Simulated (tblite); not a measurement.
Compound: C5H14SSi2.
Atom-mapped SMILES: `[CH2:1]=[CH:2][C@@H:3]([CH2:4][CH3:5])[SiH2:6][S:7][SiH3:8]` (hydrogens: H9, H10 on C1; H11 on C2; H12 on C3; H13, H14 on C4; H15, H16, H17 on C5; H18, H19 on Si6; H20, H21, H22 on Si8)

Computed with GFN2-xTB (tblite), gas phase: L-BFGS steps from a force-field or distance-geometry start until the largest atomic force falls under 0.01 eV/Å.

Step 24: E = -668.6807 eV
```
atom  x, y, z in Å  |  force x, y, z in eV/Å
C1     -1.0813    2.6411    0.4297    0.008   0.021  -0.024
C2     -0.7552    1.5182   -0.1838    0.116   0.079   0.003
C3     -0.6225    0.1965    0.4880    0.010   0.003   0.020
C4     -1.5213   -0.8422   -0.1857   -0.012  -0.045  -0.006
C5     -2.9891   -0.4922    0.0110   -0.024   0.013   0.006
Si6     1.1980   -0.3523    0.5508    0.023  -0.002   0.050
S7      1.9641   -0.5996   -1.4364   -0.062   0.014  -0.038
Si8     3.9724   -1.2103   -1.0246    0.107  -0.039  -0.013
H9     -1.1506    3.5759   -0.0994   -0.013   0.035   0.019
H10    -1.2977    2.6693    1.4862    0.006   0.005  -0.018
H11    -0.5377    1.5179   -1.2438   -0.031  -0.015  -0.020
H12    -0.9370    0.3069    1.5313   -0.059  -0.026   0.006
H13    -1.3248   -1.8268    0.2373    0.012  -0.108   0.074
H14    -1.2924   -0.8951   -1.2510    0.039   0.047  -0.025
H15    -3.6345   -1.2501   -0.4269    0.004   0.008  -0.012
H16    -3.2134   -0.4132    1.0723   -0.050  -0.041   0.033
H17    -3.2089    0.4677   -0.4475   -0.042   0.028  -0.049
H18     1.2907   -1.6554    1.2142    0.031   0.054   0.018
H19     2.0188    0.6595    1.2163   -0.023  -0.052   0.012
H20     3.9432   -2.4361   -0.2327   -0.022   0.025  -0.027
H21     4.5269   -1.4064   -2.3521    0.002   0.001   0.012
H22     4.6419   -0.1539   -0.2740   -0.022  -0.003  -0.020
```

Step 25: E = -668.6830 eV
```
atom  x, y, z in Å  |  force x, y, z in eV/Å
C1     -1.0769    2.6424    0.4277    0.024   0.015  -0.020
C2     -0.7548    1.5155   -0.1810    0.113   0.068  -0.021
C3     -0.6236    0.1931    0.4915   -0.016   0.019   0.013
C4     -1.5212   -0.8458   -0.1872   -0.004  -0.019   0.005
C5     -2.9902   -0.4929    0.0062    0.012  -0.005   0.002
Si6     1.2001   -0.3509    0.5644   -0.059   0.020   0.042
S7      1.9631   -0.5961   -1.4225   -0.062   0.012  -0.049
Si8     3.9740   -1.2104   -1.0292    0.078  -0.022  -0.014
H9     -1.1425    3.5745   -0.1081   -0.018   0.014   0.042
H10    -1.2884    2.6771    1.4854    0.003   0.009  -0.033
H11    -0.5422    1.5126   -1.2423   -0.026  -0.021  -0.012
H12    -0.9466    0.3051    1.5328   -0.037  -0.039  -0.008
H13    -1.3252   -1.8307    0.2372   -0.002  -0.086   0.057
H14    -1.2907   -0.8983   -1.2531    0.045   0.049   0.009
H15    -3.6348   -1.2471   -0.4404    0.009   0.021   0.003
H16    -3.2161   -0.4215    1.0682   -0.060  -0.035   0.005
H17    -3.2058    0.4708   -0.4482   -0.035   0.004  -0.029
H18     1.2938   -1.6475    1.2358    0.036   0.016   0.022
H19     2.0108    0.6640    1.2330    0.005  -0.025   0.019
H20     3.9491   -2.4381   -0.2426   -0.018   0.007  -0.013
H21     4.5069   -1.4003   -2.3649    0.027  -0.007  -0.009
H22     4.6508   -0.1562   -0.2833   -0.013   0.004  -0.011
```

Step 26: E = -668.6846 eV
```
atom  x, y, z in Å  |  force x, y, z in eV/Å
C1     -1.0734    2.6438    0.4259    0.038   0.010  -0.012
C2     -0.7521    1.5146   -0.1791    0.079   0.031  -0.030
C3     -0.6246    0.1911    0.4943   -0.033   0.024   0.005
C4     -1.5210   -0.8490   -0.1880    0.006   0.005   0.018
C5     -2.9910   -0.4933    0.0028    0.033  -0.017  -0.002
Si6     1.2009   -0.3497    0.5746   -0.101   0.028   0.017
S7      1.9614   -0.5935   -1.4136   -0.036   0.003  -0.031
Si8     3.9764   -1.2107   -1.0329    0.016   0.003  -0.017
H9     -1.1371    3.5742   -0.1136   -0.019   0.008   0.048
H10    -1.2817    2.6827    1.4841    0.002   0.011  -0.035
H11    -0.5460    1.5086   -1.2417   -0.010  -0.022  -0.010
H12    -0.9544    0.3030    1.5337   -0.021  -0.038  -0.014
H13    -1.3257   -1.8351    0.2382   -0.015  -0.034   0.027
H14    -1.2887   -0.8996   -1.2544    0.043   0.040   0.041
H15    -3.6349   -1.2446   -0.4499    0.010   0.023   0.010
H16    -3.2193   -0.4283    1.0655   -0.060  -0.025  -0.024
H17    -3.2044    0.4730   -0.4493   -0.022  -0.021  -0.005
H18     1.2968   -1.6416    1.2516    0.038  -0.013   0.025
H19     2.0052    0.6666    1.2454    0.025  -0.002   0.024
H20     3.9530   -2.4394   -0.2499   -0.014  -0.010  -0.001
H21     4.4933   -1.3961   -2.3741    0.047  -0.014  -0.030
H22     4.6568   -0.1577   -0.2902   -0.004   0.011  -0.003
```

Q: Estimate the geometry and energy of step 27. (The exact step hangs on the optimiser's Hessian estimate; all steps are aligned on step 26, rigid shifts and turns removed.)

A: E = -668.6859 eV, largest force 0.094 eV/Å
```
atom  x, y, z in Å  |  force x, y, z in eV/Å
C1     -1.0702    2.6451    0.4244    0.044   0.006  -0.005
C2     -0.7484    1.5148   -0.1782    0.029  -0.007  -0.026
C3     -0.6259    0.1902    0.4962   -0.035   0.019   0.000
C4     -1.5207   -0.8514   -0.1880    0.011   0.020   0.028
C5     -2.9911   -0.4937    0.0006    0.031  -0.021  -0.006
Si6     1.1999   -0.3484    0.5818   -0.091   0.022  -0.005
S7      1.9596   -0.5916   -1.4083   -0.007  -0.006   0.001
Si8     3.9784   -1.2109   -1.0359   -0.041   0.021  -0.022
H9     -1.1340    3.5745   -0.1163   -0.016   0.012   0.040
H10    -1.2771    2.6868    1.4826    0.003   0.009  -0.026
H11    -0.5487    1.5055   -1.2418    0.008  -0.019  -0.013
H12    -0.9604    0.3008    1.5341   -0.013  -0.025  -0.011
H13    -1.3263   -1.8388    0.2395   -0.023   0.018   0.000
H14    -1.2863   -0.8996   -1.2545    0.039   0.026   0.058
H15    -3.6348   -1.2425   -0.4563    0.008   0.012   0.007
H16    -3.2228   -0.4335    1.0632   -0.053  -0.015  -0.040
H17    -3.2040    0.4740   -0.4503   -0.007  -0.037   0.014
H18     1.2998   -1.6376    1.2629    0.035  -0.021   0.020
H19     2.0018    0.6681    1.2544    0.029   0.007   0.021
H20     3.9552   -2.4404   -0.2550   -0.011  -0.017   0.003
H21     4.4851   -1.3935   -2.3808    0.056  -0.017  -0.038
H22     4.6607   -0.1585   -0.2950    0.002   0.014   0.000
```

The energy changes by -0.0013 eV. The first-order estimate −F·Δx gives -0.0018 eV and the mean of the old and new forces, exact on a quadratic surface, -0.0013 eV. The step makes an angle of 75° with the force vector and moves no atom by more than 0.012 Å.

The cost below is that of the whole relaxation. Time: 1.0 s of wall time. Hardware: one thread, Arm Neoverse V1 (aarch64) (shared host).
